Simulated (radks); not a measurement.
The numbers below are computed, except where a source is named.
Numerical settings for the tungsten ion W3+, [Xe] 4f14 5d3. Code: a radial shooting solver on a logarithmic mesh with Libxc functionals. Model: scalar-relativistic Kohn-Sham, r2SCAN, spin-polarised, spherical densities, finite nucleus; open shells are filled with parallel spins first (spin-orbit coupling, left out, can overturn this in heavy ions); meta-GGA in the generalised Kohn-Sham scheme; Fermi nuclear charge, rms radius 5.3658 fm. The defaults (mesh step 0.008 in ln r, mesh end at 40 bohr or more with all orbitals vanishing there, Anderson mixing 0.5 over 9 steps, residual threshold near 1e-9 with the energy settled to 1e-9 hartree or 1e-11 of itself, here a cap of 76 iterations) give E = -16139.988 hartree and 5d at -32.217 eV in 11 iterations. Run on one thread of a shared host, so times are rough (Intel(R) Xeon(R) Platinum 8488C): 0.24 s of CPU time, 0.24 s wall, 11 iterations on 2213 mesh points. Changes against that run (0 stands for a change within the tolerance of the run):

setting,iterations,converged,E (mhartree),e(5d) (meV),CPU (s)
mesh step in ln r 0.02,11,yes,+0.108,0,0.11
mesh step in ln r 0.003,13,yes,0,-0.0225,0.67
mesh step in ln r 0.03,11,yes,-0.492,-0.00537,0.08
mesh end (bohr) 3,11,yes,+411,+6.01e+03,0.22
mesh end (bohr) 1,11,level above zero,+1.98e+05,+6.06e+05,0.18
residual threshold 1e-16,76,no,0,-0.0688,0.74
residual threshold 0.01,10,yes,0,-0.549,0.21
mixing 1,11,yes,0,-0.0796,0.22
"linear mixing, mixing 0.05",76,no,+19.5,-170,1.4
"linear mixing, mixing 0.2",62,yes,+0.00203,-0.0668,1
mixing history 2,17,yes,0,-0.0624,0.32
iteration cap 3,3,no,+512,-2.04e+03,0.08

Settled on a wrong energy, with an occupied level pushed above zero by the early mesh end: mesh end (bohr) 1 (+198 hartree). Apart from these: settings that end as converged yet miss the energy by more than 1 mhartree: mesh end (bohr) 3 (+0.411 hartree). A mesh that ends early acts as a hard wall.
